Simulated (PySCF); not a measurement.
# CH6ClFOSi2

CH6ClFOSi2 is a small molecule, neutral, singlet. The structure, one conformer, was relaxed in the gas phase by PBE0-D3(BJ)/def2-SVP. No frequency run checks that it is a minimum.

SMILES: CO[Si](F)([SiH3])Cl

```xyz
12

Si   -0.131    0.173    0.661
Si   -2.385    0.022    0.121
Cl    0.438   -1.329    1.961
O     0.759    0.075   -0.709
C     2.152   -0.083   -0.836
F     0.201    1.558    1.438
H    -3.192    0.143    1.371
H    -2.627   -1.310   -0.508
H    -2.759    1.109   -0.831
H     2.678    0.864   -0.630
H     2.374   -0.390   -1.868
H     2.534   -0.857   -0.149
```
Atoms count from 1 in this order.

Shieldings: GIAO PBE0/pcSseg-1. Shifts are against computed references at the same level: C TMS (σ 184.4 ppm), H TMS (σ 31.27 ppm), Si TMS (σ 352.0 ppm). Core levels by delta-SCF with SCAN, pcX-2 on the ionised atom and pcseg-1 elsewhere, spin-free X2C (2p3/2 is the spin-free 2p value less a third of a first-order spin-orbit splitting); from the vacuum level, for chosen atoms.

(1) Give the shieldings and core levels atom by atom.

(2) Which of Si1, Si2 holds its core electrons tightest, and by how much against the loosest?

(3) By CAM-B3LYP/def2-SVPD (TDDFT singlets, Tamm-Dancoff triplets, ionisation by delta-SCF), where does absorption start, and what does vertical ionisation take?

Results:

(1) 
```tsv
atoms	bonded to	σ (ppm)	δ (ppm)	core level (eV)
Si1	1 Cl + 1 F + 1 O + 1 Si	360.7	-8.7	2p3/2 108.69
Si2	1 Si + 3 H	460.0	-108.0	2p3/2 107.08
Cl3	1 Si	856.4	-	2p3/2 206.06
O4	1 C + 1 Si	268.6	-	1s 538.68
C5	1 O + 3 H	132.9	51.5	-
F6	1 Si	285.4	-	1s 692.39
H7 H8 H9	1 Si	27.83	3.44	-
H10 H11 H12	1 C	27.46	3.81	-
```

Values are those of this one static structure, with the three H of a rotating XH3 group averaged; atoms that internal rotation interchanges would show their mean in an NMR spectrum.

(2) Si1 (bonded to 1 Cl + 1 F + 1 O + 1 Si), by 1.61 eV over Si2 (bonded to 1 Si + 3 H).

(3) The lowest singlet lies at 7.67 eV (f 0.095), the strongest of the first 6 at 8.21 eV (f 0.200), the lowest triplet at 6.62 eV; vertical ionisation takes 10.96 eV.

The 3 runs behind this took 3.4 min in all, one thread each of Intel Xeon Platinum 8488C on a shared host, launched as `OMP_NUM_THREADS=1 python cluster_run.py task.json out`.
